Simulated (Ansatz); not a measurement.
`C[SiH2][SiH](F)[SiH3]` + `N[SiH](O)F` → `O[SiH](F)N[SiH3]` + `C[SiH2][SiH2]F`  (cleavage of the Si–Si bond)

Program: Ansatz. Geometries: PBE0-D4/def2-TZVP. ΔE: electronic, gas phase. CCSD(T)/CBS adds triple-zeta CCSD(T) − MP2 to the extrapolated MP2 energy (def2 sets, frozen cores). This one scheme is used for every species. DFT in def2-TZVPP. One conformer a species, not always the lowest.

Q: Is it downhill or uphill in electronic energy at CCSD(T)/CBS, and by how much? (Estimate.)

A: The calculation gave: Downhill: ΔE = -0.55 eV.

Q: What do these levels give: r2SCAN-D4, ωB97M-V, B2PLYP, PBE, PBE0, HF/def2-TZVPP, SCS-MP2/def2-TZVPP, CCSD/def2-TZVPP, CCSD(T)/def2-TZVPP, MP2/def2-QZVPP, SCS-MP2/def2-QZVPP, CCSD/CBS(def2)? (Best estimate.)

A: Ansatz gave: r2SCAN-D4 -0.47, ωB97M-V -0.58, B2PLYP -0.57, PBE -0.32, PBE0 -0.39, HF/def2-TZVPP -0.73, SCS-MP2/def2-TZVPP -0.67, CCSD/def2-TZVPP -0.59, CCSD(T)/def2-TZVPP -0.56, MP2/def2-QZVPP -0.63, SCS-MP2/def2-QZVPP -0.67, CCSD/CBS(def2) -0.57 eV.

Largest T1 diagnostic among the species: 0.012.

From PBE to PBE0 (25 % exact exchange), in def2-TZVPP and without D4, ΔE moves by −0.07 eV. In def2-TZVPP, CCSD(T) changes the Hartree–Fock value by +0.17 eV (the triples alone add +0.02 eV) and MP2 by +0.10 eV.
